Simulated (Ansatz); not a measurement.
`F[SiH]1[CH2][GeH2][O]1`, relaxed with RKS PBE-D4/def2-SVP in Ansatz from a rough embedded geometry. The force threshold is 0.03 eV/Å; the program also tests the step.

Charge 0, multiplicity 1.

Start:

```xyz
10

F     0.935    0.503    2.342
Si   -0.260    0.498    1.215
C     0.474    0.678   -0.453
Ge   -0.180   -1.071   -0.912
O    -0.770   -1.125    0.807
H    -1.411    1.391    1.502
H    -0.094    1.472   -1.099
H     1.523    0.799   -0.481
H    -1.275   -1.089   -1.894
H     1.059   -2.054   -1.026
```

(1) By how much does the energy fall, and how many steps does the optimiser take? (An estimate is asked.)

(2) Which bonds change most? (An estimate is asked.)

(3) Give the relaxed structure. (Estimate.)

Answers

(1) The calculation gave: 50.99 kJ/mol, in 5 steps.

(2) Ansatz gave: Ge4–H9 from 1.471 to 1.550 Å; Si2–C3 from 1.831 to 1.899 Å; C3–Ge4 from 1.923 to 1.989 Å; Si2–O5 from 1.749 to 1.686 Å.

(3) Ansatz gave: 
```xyz
10

F     0.846    0.466    2.375
Si   -0.285    0.477    1.192
C     0.478    0.783   -0.520
Ge   -0.115   -1.076   -0.902
O    -0.807   -1.082    0.821
H    -1.383    1.369    1.681
H    -0.012    1.552   -1.149
H     1.575    0.937   -0.533
H    -1.269   -1.253   -1.922
H     0.971   -2.173   -1.043
```
